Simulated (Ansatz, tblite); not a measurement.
Cost and result up the ladder for Al13As14H34⁺, a nanocrystal cut from zinc blende AlAs (hydrogen-capped) (61 atoms). The state is a singlet with charge 1. Geometry: PBE-D4/def2-SVP.

Cartesian coordinates in Å:
```
Al 0.215 -0.520 -5.023
Al -1.664 -3.617 -2.322
Al -0.084 2.886 -3.825
Al -1.415 4.240 0.197
Al -3.537 -2.621 1.405
Al -3.132 1.640 2.642
Al -1.750 0.183 -1.079
Al 1.733 -2.190 -0.991
Al 1.831 1.713 -0.121
Al 0.056 -0.883 2.307
Al 0.028 -4.967 1.628
Al 1.033 2.771 3.530
Al 4.611 -0.442 2.763
As -1.291 0.771 -3.430
As -2.965 -1.937 -0.912
As 1.774 -1.791 -3.476
As 0.227 -4.111 -0.733
As -2.670 2.089 0.226
As -1.004 4.628 -2.246
As 2.027 2.383 -2.527
As 0.783 3.546 1.123
As -4.368 -0.539 2.565
As -1.294 -2.935 2.409
As -0.853 1.088 3.462
As 0.429 -0.275 -0.055
As 4.057 1.143 0.821
As 2.311 -1.416 3.236
H 1.134 0.722 -5.504
H -0.574 -1.501 -5.996
H -2.593 -4.879 -2.614
H -1.009 -2.706 -3.486
H 0.105 3.489 -5.282
H -2.129 5.461 0.925
H -4.592 -3.804 1.544
H -3.911 2.810 3.388
H 3.198 -2.112 -0.339
H -0.918 -6.250 1.695
H 1.466 -4.838 2.335
H 0.779 3.957 4.563
H 2.367 1.862 3.468
H 4.990 0.510 3.982
H 5.477 -1.600 2.090
H -2.636 0.986 -4.116
H -4.297 -1.687 -1.615
H 1.902 -3.187 -4.070
H 3.193 -1.324 -3.806
H 1.013 -5.190 -1.479
H -4.032 2.435 -0.372
H -2.319 5.105 -2.852
H -0.225 5.928 -2.415
H 3.002 3.549 -2.626
H 2.845 1.349 -3.286
H 1.722 4.734 0.926
H -5.781 -0.216 2.090
H -4.723 -0.914 3.999
H -1.559 -3.063 3.909
H -1.060 0.609 4.897
H 4.878 0.742 -0.400
H 4.712 2.498 1.063
H 2.380 -2.932 3.066
H 2.104 -1.382 4.745
```

Ansatz on 11 threads of AMD EPYC 7R13 on a shared host and a whole NVIDIA H100 80GB HBM3; xTB runs through tblite on one thread. Times are rough, summed over both states, and most runs start from the orbitals of an earlier one. PBE0-D4/def2-TZVP serves as the yardstick here, not as an exact answer. The other state is a doublet.

The xTB rows come from tblite. Single mean-field runs in def2-TZVP are fitted with def2-universal-jkfit. HOMO above LUMO, or a gap near zero within one spin, warns that the state may not be the lowest or that an electron is smeared out.

Raw xTB energies of ions are shifted by several eV.

| level | functions | wall time | vertical IE (eV) | difference from PBE0-D4/def2-TZVP (eV) | remarks |
| --- | --- | --- | --- | --- | --- |
| GFN2-xTB | 277 | 2.5 s | 13.27 | 2.75 | – |
| GFN1-xTB | 311 | 2.6 s | 14.01 | 3.49 | – |
| LDA (SPW92)/def2-TZVP | 1357 | 31 s | 9.94 | -0.58 | gap within one spin near zero (+2 doublet) |
| PBE-D4/def2-TZVP (with forces) | 1357 | 40 s | 9.95 | -0.56 | gap within one spin near zero (+2 doublet) |
| PBE0-D4/def2-TZVP | 1357 | 77 s | 10.52 | 0.00 | – |
